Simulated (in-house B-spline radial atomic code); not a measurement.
Pr⁵⁺. Computed with a B-spline radial atomic code. Model: all-electron spherical atom, spin shells full or empty, radial basis limit, no spin-orbit coupling, Breit or QED, empty-state partial waves extrapolated as (l+1/2)^-4, RPA, G0W0 and static COHSEX of the highest shell as one setting changes (uncorrelated shells keep exact exchange).

Given: element Pr; charge 5; filled core Kr; hamiltonian one-electron scalar X2C; mean-field start HSE06; highest l of empty states 9; nuclear rms radius 4.8919 fm; highest mean-field shell 5p.

Shell: 4d 5 5, 5s 1 1, 5p 3 3 (electrons up and down).

| lowest nl shells left uncorrelated | RPA correlation energy (hartree) | G0W0 level (eV) | G0W0 minus most complete (meV) | COHSEX level (eV) | linearised minus solved G0W0 (meV) |
| --- | --- | --- | --- | --- | --- |
| 0 | -4.3882 | -83.958 | 0 | -87.219 | -58.1 |
| 1 | -4.199 | -83.957 | 0.7 | -87.219 | -58.1 |
| 2 | -4.0002 | -83.957 | 0.8 | -87.22 | -58.1 |
| 3 | -3.4271 | -83.954 | 3.7 | -87.213 | -58 |
| 4 | ? | ? | ? | ? | ? |
| 5 | -2.6981 | -83.961 | -2.8 | -87.233 | -58 |
| 6 | -1.7997 | -83.915 | 42.6 | -87.147 | -56.6 |
| 7 | -1.6423 | -83.916 | 42.1 | -87.15 | -56.6 |
| 8 | ? | ? | ? | ? | ? |
| 9 | -0.36887 | -83.516 | 442 | -86.462 | -48 |
| 10 | -0.25773 | -83.915 | 43.5 | -86.824 | -63.9 |

Q: What follows for lowest nl shells left uncorrelated = 8?

A: RPA correlation energy -1.1863 hartree; G0W0 level -83.929 eV; G0W0 minus most complete 29.4 meV; COHSEX level -87.194 eV; linearised minus solved G0W0 -57 meV.

Q: What follows for lowest nl shells left uncorrelated = 4?

A: RPA correlation energy -3.2447 hartree; G0W0 level -83.954 eV; G0W0 minus most complete 3.6 meV; COHSEX level -87.216 eV; linearised minus solved G0W0 -58 meV.
